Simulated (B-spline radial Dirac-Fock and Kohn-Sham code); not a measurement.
# Core-level shifts of europium with charge state

The computed values come from a B-spline atomic structure program: relaxed Dirac-Fock hole states (ΔSCF) with Breit and QED corrections and a finite nucleus. Each ion is free and in its tabulated ground configuration. Correlation energy is missing from these numbers.

Reference: Eu²³⁺, [Kr] 4d4, with 2s 8775.5 eV, 3s 2505.4 eV, 3d3/2 1861.7 eV, 3d5/2 1833.1 eV, 4s 993.3 eV. Shifts from it, in eV (a dash: the subshell is empty, belongs to an open shell averaged over j, or its hole state is left out as unreliable):

```tsv
ion	configuration	2s	3s	3d3/2	3d5/2	4s
Eu²⁴⁺	[Kr] 4d3	+54.3	+49.9	+50.4	+50.3	+40.5
Eu²⁵⁺	[Kr] 4d2	+109.8	+100.8	+101.8	+101.6	+81.6
Eu²⁶⁺	[Kr] 4d1	+166.4	+152.6	+154.2	+153.8	+123.3
Eu²⁷⁺	[Ar] 3d10 4s2 4p6	+224.2	+205.3	+207.5	+207.0	+165.5
Eu²⁸⁺	[Ar] 3d10 4s2 4p5	?	?	?	?	?
Eu²⁹⁺	[Ar] 3d10 4s2 4p4	+343.0	+312.6	+316.8	+316.1	+246.1
Eu³⁰⁺	[Ar] 3d10 4s2 4p3	+403.8	+367.2	+372.5	+371.7	+287.1
Eu³¹⁺	[Ar] 3d10 4s2 4p2	+465.4	+422.6	+429.0	+428.1	+328.4
Eu³²⁺	[Ar] 3d10 4s2 4p1	+527.9	+478.6	+486.1	+485.1	+370.2
Eu³³⁺	[Ar] 3d10 4s2	+591.2	+535.2	+544.0	+542.8	+412.4
```

Q: Give the missing shifts for Eu²⁸⁺.

A: 2s +283.2, 3s +258.6, 3d3/2 +261.8, 3d5/2 +261.2, 4s +205.6 (eV).
